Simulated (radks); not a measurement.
Numerical settings for neutral manganese, [Ar] 3d5 4s2. All-electron calculation, scalar-relativistic Kohn-Sham, r2SCAN, spin-polarised, spherical densities, finite nucleus; open shells are filled with parallel spins first; meta-GGA in the generalised Kohn-Sham scheme; Fermi nuclear charge, rms radius 3.7057 fm. Program: a radial shooting solver on a logarithmic mesh with Libxc functionals. The defaults (mesh step 0.008 in ln r, mesh end at 40 bohr or more with all orbitals vanishing there, Anderson mixing 0.5 over 9 steps, residual threshold near 1e-9 with the energy settled to 1e-9 hartree or 1e-11 of itself, here a cap of 82 iterations) give E = -1158.742 hartree and 4s at -4.556 eV in 15 iterations. Run on one thread of a shared host, so times are rough (Arm Neoverse N1): 0.23 s of CPU time, 0.23 s wall, 15 iterations on 2381 mesh points. Changes against that run (0 stands for a change within the tolerance of the run):

mesh step in ln r 0.03: iterations 82; converged no; E (mhartree) -0.0385; e(4s) (meV) -0.0996; CPU (s) 0.33
mesh step in ln r 0.2: iterations 4; converged no; E (mhartree) diverged; CPU (s) 0.03
mesh step in ln r 0.08: iterations 39; converged yes; E (mhartree) +2.71; e(4s) (meV) -2.45; CPU (s) 0.1
mesh end (bohr) 2: iterations 12; converged level above zero; E (mhartree) +8.85e+03; e(4s) (meV) +1.05e+05; CPU (s) 0.14
mesh end (bohr) 5: iterations 15; converged yes; E (mhartree) +119; e(4s) (meV) +3.05e+03; CPU (s) 0.2
residual threshold 0.001: iterations 11; converged yes; E (mhartree) 0; e(4s) (meV) -0.404; CPU (s) 0.18
residual threshold 1e-13: iterations 82; converged no; E (mhartree) 0; e(4s) (meV) 0; CPU (s) 0.84
mixing 0.05: iterations 27; converged yes; E (mhartree) 0; e(4s) (meV) +0.00746; CPU (s) 0.37
linear mixing, mixing 0.05: iterations 82; converged no; E (mhartree) +0.647; e(4s) (meV) -33.9; CPU (s) 1
linear mixing, mixing 0.2: iterations 73; converged yes; E (mhartree) 0; e(4s) (meV) -0.00909; CPU (s) 0.86
mixing history 2: iterations 28; converged yes; E (mhartree) 0; e(4s) (meV) -0.00829; CPU (s) 0.35
iteration cap 5: iterations 5; converged no; E (mhartree) +0.0266; e(4s) (meV) +10.6; CPU (s) 0.09

Settled on a wrong energy, with an occupied level pushed above zero by the early mesh end: mesh end (bohr) 2 (+8.85 hartree). Apart from these: settings that end as converged yet miss the energy by more than 1 mhartree: mesh step in ln r 0.08 (+0.00271 hartree); mesh end (bohr) 5 (+0.119 hartree). A mesh that ends early acts as a hard wall.
